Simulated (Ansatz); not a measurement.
`[Li][Cu]`. Total charge 0; spin multiplicity 1. For Cu the d shell is correlated and the shells below it are frozen. Correlated methods include outer-core shells of Li, which these sets cover unevenly. Scalar relativity is left out up to krypton.

```xyz
2

Li   -0.594    0.673   -0.734
Cu    0.594   -0.673    0.734
```

Q: Give the diagnostics of a CCSD(T)/def2-TZVPP run (frozen core, Ansatz 0.2.0). (Estimate.)

A: Ansatz gave: T1 = 0.0352, largest single amplitude 0.082, largest double 0.080, (T) share of the correlation energy 4.4 %, 16 CCSD cycles. The RHF solution is stable towards an unrestricted one. T1 lies over the customary mark of 0.02 for closed shells; compounds of d metals often pass it without a breakdown.
